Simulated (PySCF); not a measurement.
A mixed set of molecules.

All values: wB97X-D/def2-SVPD (PySCF) at GFN2-xTB geometries, gas phase, one conformer each. Core orbitals are frozen in the response; Δα² is half the sum of the squared differences of the principal polarisabilities. Dipoles and anisotropies that the point group forbids are given as zero.

(1) Rank by HOMO energy, highest first.
A. `C=C(C(C)=S)C=C`
B. `c1c(C)c(C)cs1`
C. `C=C1C=CC=C1C(C)=O`
D. `O1[SiH2]O[SiH2]O[SiH2]1`
E. `C[Si@]1(Cl)C(=C)CO1`

(2) Rank by polarisability anisotropy Δα, highest first.
A. `[CH2:1]=[C:2]1[CH:3]=[CH:4][CH:5]=[C:6]1[C:7]([CH3:8])=[O:9]` with C5–C6–C7–C8 0°
B. `C=C1CO[Si@@]1(C)Cl`
C. `[CH2:1]=[CH:2][C:3](=[CH2:4])[C:5]([CH3:6])=[S:7]` with C1–C2–C3–C4 159°, C2–C3–C5–C6 145°
D. `[SiH2]1O[SiH2]O[SiH2]O1`
E. `Cc1cscc1C` (3,4-dimethylthiophene)

(3) Rank by HOMO–LUMO gap, highest first.
A. `C=C1CO[Si@@]1(C)Cl`
B. `C=CC(=C)C(C)=S`
C. `C=C1C=CC=C1C(C)=O`
D. `c1c(c(C)cs1)C`
E. `O1[SiH2]O[SiH2]O[SiH2]1`

Results:

(1) A (-8.10 eV), B (-8.42 eV), C (-8.60 eV), E (-9.65 eV), D (-10.23 eV).

(2) A (9.00 Å³), C (6.88 Å³), E (6.28 Å³), B (3.15 Å³), D (0.89 Å³).

(3) E (11.96 eV), A (10.77 eV), D (10.01 eV), C (7.71 eV), B (7.33 eV).

All values together:

```tsv
SMILES	formula	μ (D)	HOMO (eV)	LUMO (eV)	α (Å³)	Δα (Å³)	electrons	α per electron (Å³)
Cc1cscc1C	C6H8S	1.37	-8.42	1.59	12.79	6.28	60	0.213
O1[SiH2]O[SiH2]O[SiH2]1	H6O3Si3	0.00	-10.23	1.73	10.77	0.89	72	0.150
C=CC(=C)C(C)=S	C6H8S	2.67	-8.10	-0.77	14.18	6.88	60	0.236
C=C1CO[Si@@]1(C)Cl	C4H7ClOSi	2.31	-9.65	1.12	12.77	3.15	70	0.182
C=C1C=CC=C1C(C)=O	C8H8O	2.75	-8.60	-0.89	14.56	9.00	64	0.228
```

Conformers: `[CH2:1]=[CH:2][C:3](=[CH2:4])[C:5]([CH3:6])=[S:7]` with C1–C2–C3–C4 159°, C2–C3–C5–C6 145°; `[CH2:1]=[C:2]1[CH:3]=[CH:4][CH:5]=[C:6]1[C:7]([CH3:8])=[O:9]` with C5–C6–C7–C8 0°.
